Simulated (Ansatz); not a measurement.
All numbers were calculated with Ansatz.

A structure relaxed at PBE0-D4/def2-TZVP, charge 0, multiplicity 1:

```xyz
12

Cl   -1.4510   -1.9078    0.0271
C    -1.1389   -0.1579   -0.2523
C    -0.4725    0.4489    0.9953
Si    1.3401   -0.0642    0.6618
Si    0.3554   -0.0547   -1.4527
H    -2.0993    0.2827   -0.5168
H    -0.9479    0.1547    1.9331
H    -0.5281    1.5416    0.9188
H     1.7240   -1.3802    1.2311
H     2.3656    0.9446    1.0415
H     0.4363   -1.1021   -2.5004
H     0.4163    1.2944   -2.0866
```

(1) Give its formula and SMILES.

(2) Summarise the bond lengths by kind.

Results:

(1) C2H7ClSi2, `ClC1C[SiH2][SiH2]1`.

(2) 1 × C–Cl 1.799 Å; 1 × C–C 1.539 Å; 2 × C–Si 1.913 to 1.919 Å; 3 × C–H 1.089 to 1.097 Å; 1 × Si–Si 2.333 Å; 4 × H–Si 1.484 to 1.492 Å.
